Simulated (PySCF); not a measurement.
This script is equivalent to a calculation on N⁺ (nitrogen, charge +1).

```python
from pyscf import gto, scf, dft, mp, cc
import basis_set_exchange as bse
mol = gto.M(atom="N 0 0 0", charge=1, spin=2, symmetry="D2h",
            basis=gto.basis.parse(bse.get_basis("cc-pVDZ", elements=["N"], fmt="nwchem", header=False)))
mf = dft.UKS(mol, xc="B3LYP")
mf.irrep_nelec = {'Ag': (2, 2), 'B1u': (1, 0), 'B2u': (1, 0)}
mf.kernel()
```

Question: What total energy does it give?

Answer: -54.054 hartree (calculated).

Question: Which occupied shell lies highest, and where?

Answer: 2p α, at -23.910 eV.

Question: What is ⟨S²⟩, and what would a pure spin state give?

Answer: 2.002, against 2.00.
